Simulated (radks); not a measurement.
Species: Ta9+. Configuration: [Kr] 4d10 4f(5/2: 5, 7/2: 7) 5s2 5p(1/2: 2, 3/2: 2) (not the ground configuration).

Method: Dirac Kohn-Sham, BLYP, spin-unpolarised, spherical densities, finite nucleus; Fermi nuclear charge, rms radius 5.3507 fm; computed with a radial shooting solver on a logarithmic mesh with Libxc functionals.

Energy parts (eV):
total: -424518.44
kinetic: 476483.53
electron-nucleus: -1048526.96
Hartree: 156027.77
exchange-correlation: -8502.79

Orbitals (lengths in bohr, moments of r in powers of bohr; <r^-3> diverges for s and p1/2; r(max) is where P^2 peaks; r(90%) holds 90 % of the orbital's charge):
| orbital | occ. | eigenvalue (eV) | r(max) | r(90%) | <r^-3> | small-component weight |
|---|---|---|---|---|---|---|
| 1s1/2 | 2 | -67421.50 | 0.01168 | 0.0340 | - | 7.56e-02 |
| 2s1/2 | 2 | -11710.35 | 0.06705 | 0.122 | - | 1.71e-02 |
| 2p1/2 | 2 | -11201.27 | 0.04992 | 0.108 | - | 1.72e-02 |
| 2p3/2 | 4 | -9930.815 | 0.05665 | 0.118 | 15580 | 1.55e-02 |
| 3s1/2 | 2 | -2807.151 | 0.1889 | 0.300 | - | 5.61e-03 |
| 3p1/2 | 2 | -2580.360 | 0.1770 | 0.292 | - | 5.55e-03 |
| 3p3/2 | 4 | -2306.850 | 0.1908 | 0.312 | 3503 | 5.09e-03 |
| 3d3/2 | 4 | -1922.928 | 0.1497 | 0.285 | 604.2 | 4.97e-03 |
| 3d5/2 | 6 | -1863.354 | 0.1535 | 0.291 | 516.4 | 4.84e-03 |
| 4s1/2 | 2 | -697.7423 | 0.4287 | 0.656 | - | 1.85e-03 |
| 4p1/2 | 2 | -604.0023 | 0.4286 | 0.672 | - | 1.77e-03 |
| 4p3/2 | 4 | -540.2318 | 0.4575 | 0.718 | 818.3 | 1.59e-03 |
| 4d3/2 | 4 | -385.7257 | 0.4544 | 0.764 | 124.2 | 1.40e-03 |
| 4d5/2 | 6 | -373.8716 | 0.4635 | 0.780 | 104.1 | 1.36e-03 |
| 5s1/2 | 2 | -211.6827 | 0.9521 | 1.44 | - | 4.83e-04 |
| 5p1/2 | 2 | -181.0828 | 1.005 | 1.55 | - | 4.26e-04 |
| 4f5/2 | 5 | -180.1168 | 0.4302 | 0.940 | 19.75 | 1.00e-03 |
| 4f7/2 | 7 | -177.8896 | 0.4348 | 0.951 | 18.91 | 9.82e-04 |
| 5p3/2 | 2 | -169.0530 | 1.071 | 1.64 | 155.8 | 3.87e-04 |

The highest occupied level is 5p3/2 at -169.05 eV. The density falls to 0.001 e/bohr^3 at r = 2.39 bohr. The electron density at the nucleus is 1.313e+06 e/bohr^3.
